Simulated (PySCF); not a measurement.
Shifts of the heteroatoms

Numbering as in the mapped SMILES `[F:1][C:2]([F:3])=[C:4]([F:5])[C:6]([F:7])([F:8])[C:9]([F:10])([F:11])[F:12]`.

Non-relativistic, gas phase, one conformer, one averaged value for each set of equivalent atoms. Geometry: GFN2-xTB; σ from GIAO-PBE0/pcSseg-1; PySCF 2.14.

What are the ¹⁹F shifts?

Results:


```tsv
atoms	environment	σ (ppm)	δ (ppm)
F10/F11/F12	fluorine of a CF3 group	267.5	-80.7
F1	vinylic fluorine	259.6	-88.2
F3	vinylic fluorine	276.8	-103.8
F7/F8	fluorine of a CF2 group	312.1	-121.0
F5	vinylic fluorine	379.0	-196.0
```

Shieldings were converted by a linear fit to measured shifts: ¹⁹F: δ = 146.13 − 0.903σ +14.6 on sp3 carbon (rms 6.0 ppm, 223 shifts, 7.0 ppm with the 5 outliers that the fit left out vs CFCl3, solution or neat liquid). Occasional misses reach two or three times the rms, and more in compound classes unlike the fitted ones.

On a 500 MHz spectrometer ¹⁹F resonates near 470.5 MHz, so 1 ppm is 470.5 Hz.
